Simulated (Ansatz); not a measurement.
Cost and result for the atomization energy of `N[SiH](O)[Si](N)(F)F` (13 atoms, 12 bonds).

Z-matrix (Å, degrees):
```
Si
O 1 1.647
Si 1 2.344 2 111.3
N 1 1.720 2 110.7 3 -113.7
H 1 1.486 2 102.5 3 122.3
H 2 0.959 1 116.2 3 50.1
N 3 1.698 1 110.1 2 -47.3
F 3 1.604 1 108.4 2 -171.6
F 3 1.594 1 114.7 2 71.7
H 4 1.008 1 119.1 2 156.5
H 4 1.009 1 120.3 2 -61.2
H 7 1.007 3 120.7 1 -54.1
H 7 1.008 3 121.4 1 155.4
```

Charge 0, multiplicity 1. The structure was optimised at the PBE0-D4/def2-TZVP level. It is one conformer, not always the lowest. Program: Ansatz. All runs use 2 threads of an AMD EPYC 7R13 on a shared host and a share of an NVIDIA H100 80 GB. Times are those of one run each, without the atoms' runs, and a repeat can differ threefold. Electronic energies, without spin–orbit coupling; frozen cores. CCSD(T)/CBS adds CCSD(T) − MP2 in def2-TZVPP to the MP2 limit, and its time is that of the two runs behind it. T1 = 0.012. B3LYP takes the VWN-RPA correlation (the form of Gaussian; ORCA's B3LYP/G).

CCSD(T)/CBS is a level of theory with its own doubt, some kJ/mol a heavy atom from the limit and from the frozen cores, so smaller differences don't rank the functionals.

| level | functions | wall time |
| --- | --- | --- |
| B2PLYP/def2-TZVPP | 323 | 3.2 s |
| PBE-D4/def2-TZVPP (with forces) | 323 | 3.8 s |
| MP2/def2-QZVPP | 605 | 4 s |
| r2SCAN-D4/def2-TZVPP (with forces) | 323 | 4.3 s |
| PBE0-D4/def2-TZVPP | 323 | 4.4 s |
| B3LYP-D4/def2-TZVPP (with forces) | 323 | 4.6 s |
| ωB97X-V/def2-TZVPP | 323 | 4.8 s |
| CCSD(T)/def2-TZVPP | 323 | 5.5 s |
| ωB97M-V/def2-TZVPP (with forces) | 323 | 6.5 s |
| CCSD(T)/CBS(def2) | – | 9.5 s |

(1) What atomization energy does each give, and how far from CCSD(T)/CBS? (Estimate.)

Answers

(1) Ansatz gave: 
| level | atomization (kcal/mol) | difference from CCSD(T)/CBS | per bond |
| --- | --- | --- | --- |
| B2PLYP/def2-TZVPP | 1174.1 | -19.5 | -1.6 |
| PBE-D4/def2-TZVPP (with forces) | 1204.4 | 10.8 | 0.9 |
| MP2/def2-QZVPP | 1206.7 | 13.1 | 1.1 |
| r2SCAN-D4/def2-TZVPP (with forces) | 1184.2 | -9.4 | -0.8 |
| PBE0-D4/def2-TZVPP | 1175.7 | -17.9 | -1.5 |
| B3LYP-D4/def2-TZVPP (with forces) | 1186.2 | -7.4 | -0.6 |
| ωB97X-V/def2-TZVPP | 1194.2 | 0.6 | 0.1 |
| CCSD(T)/def2-TZVPP | 1151.1 | -42.5 | -3.5 |
| ωB97M-V/def2-TZVPP (with forces) | 1192.3 | -1.3 | -0.1 |
| CCSD(T)/CBS(def2) | 1193.6 | 0.0 | 0.0 |

The D4 term adds +12.5 kcal/mol with B3LYP and +6.6 kcal/mol with PBE0; it sums over pairs of atoms, weighted by their polarisabilities, and B3LYP, whose exchange is more repulsive, gets the larger term. From PBE to PBE0 (25 % exact exchange), in def2-TZVPP and without D4, the atomization energy moves by −27.6 kcal/mol: exact exchange takes away binding that semilocal exchange gives to molecules. In def2-TZVPP, CCSD(T) changes the Hartree–Fock value by +320.5 kcal/mol (the triples alone add +18.4 kcal/mol) and MP2 by +350.3 kcal/mol; breaking electron pairs costs correlation energy, which Hartree–Fock lacks.
